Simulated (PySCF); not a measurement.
Dipole response of O (oxygen, neutral)

[He] 2s2 2p4, high-spin 3P determinant. All numbers are calculated (PySCF 2.14, scalar relativity by spin-free X2C-1e, in dyall-av3z (15s9p3d2f, 71 functions)). Coupled (time-dependent) response in atomic units; α is the mean over directions.

| method | mean α (bohr³) | α xx, yy, zz | C₆ (like pair) | S(−4) |
| --- | --- | --- | --- | --- |
| UHF | 4.574 | 4.380, 4.962, 4.380 | 13.38 | 9.122 |
| PBE | 5.440 | 5.022, 6.276, 5.022 | 16.63 | 15.66 |
| PBE0 | 5.106 | 4.782, 5.754, 4.782 | 15.40 | 12.64 |
| BHandHLYP | 4.851 | 4.587, 5.379, 4.587 | 14.41 | 10.90 |
| B97-3 | 5.102 | 4.781, 5.743, 4.781 | 15.37 | 12.44 |

S(−4) is the Cauchy moment in α(ω) = α(0) + S(−4) ω² + …

Reference α: 5.3 ± 0.2 bohr³ (recommended; Schwerdtfeger and Nagle, table of static dipole polarizabilities (2023 update)). Published C₆: 15.60 (Chu and Dalgarno (2004); Tang, Norbeck and Certain (1976)).

α(iu) at PBE0:

| u (hartree) | α(iu) (bohr³) |
| --- | --- |
| 0 | 5.106 |
| 0.0500 | 5.075 |
| 0.100 | 4.985 |
| 0.200 | 4.676 |
| 0.300 | 4.278 |
| 0.500 | 3.467 |
| 0.750 | 2.633 |
| 1.00 | 2.021 |
| 1.50 | 1.267 |
| 2.00 | 0.8602 |
| 3.00 | 0.4682 |
| 5.00 | 0.2008 |

A single London oscillator, α(iu) = α/(1 + u²/ω²), gives C₆ = (3/4) ω α². Matching the computed C₆ needs ω = 4 × 15.40 / (3 × 5.106²) = 0.788 hartree.

The components differ because the open shell of this determinant is not spherical; for a pure term their mean is the scalar polarisability.
